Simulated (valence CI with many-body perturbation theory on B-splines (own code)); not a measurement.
Results of a calculation; reference values are marked as such.
# Rb31+ in three bases

Method: valence CI with perturbative core correlation (CI+MBPT): four valence electrons over a frozen Dirac-Fock core [He], radial functions for each j: 9 s, 9 p, 8 d, 6 f, 3 g, 1 h, with the one-electron correlation potential Σ1 (screened to all orders), the two-electron term Σ2, the three-electron term Σ3, Breit, model QED; selected single and double excitations, second order for the rest, scaled by the run's own slope (own B-spline code, finite nucleus).

No measured spectrum was set against this ion. As an estimate, large intervals hold to a few tenths of a per cent, small ones and those within an open d or f shell to about a per cent. Among the levels kept, up to 850 cm⁻¹ of a level comes from second order outside the variational space, and about a tenth of that is noise between levels of different J, which matters for small intervals.

The reference run has the lowest level (2s^2 2p1/2^2) J=0 and an ionisation energy of 3821.46 eV. Its largest variational space holds 25913 state functions.

Levels are named by their leading jj configuration (3d3/2^4 stands for four electrons in 3d with j = 3/2), which in mixed levels can hold well under half, so a name can repeat and another be missing. Letters in brackets count levels of one name in rising energy.

Changed runs:
A. basis 6 s, 6 p, 5 d, 3 f, 1 g
B. basis 5 s, 5 p, 4 d, 2 f

Excitation energies of the reference run in cm⁻¹, and shifts in cm⁻¹:

```csv
Level,Reference,A,B
(2s^2 2p1/2 2p3/2) J=1,453715,-44,-158
(2s^2 2p1/2 2p3/2) J=2,538805,+53,+118
(2s^2 2p3/2^2) J=2,1053470,+37,+72
(2s^2 2p3/2^2) J=0,1252780,+109,+368
(2s 2p1/2^2 2p3/2) J=2,1272220,-192,-614
(2s 2p1/2^2 2p3/2) J=1,1633110,+75,+263
(2s 2p1/2 2p3/2^2) J=2 [a],1790190,-32,-96
(2s 2p1/2 2p3/2^2) J=3,1932720,+55,+115
(2s 2p1/2 2p3/2^2) J=0,2109160,+62,+254
(2s 2p1/2 2p3/2^2) J=1 [a],2159330,+64,+229
(2s 2p1/2 2p3/2^2) J=2 [b],2226600,+132,+410
(2s 2p1/2 2p3/2^2) J=1 [b],2307120,+136,+473
Ionisation energy (eV),3821.46,-0.021,-0.08
```
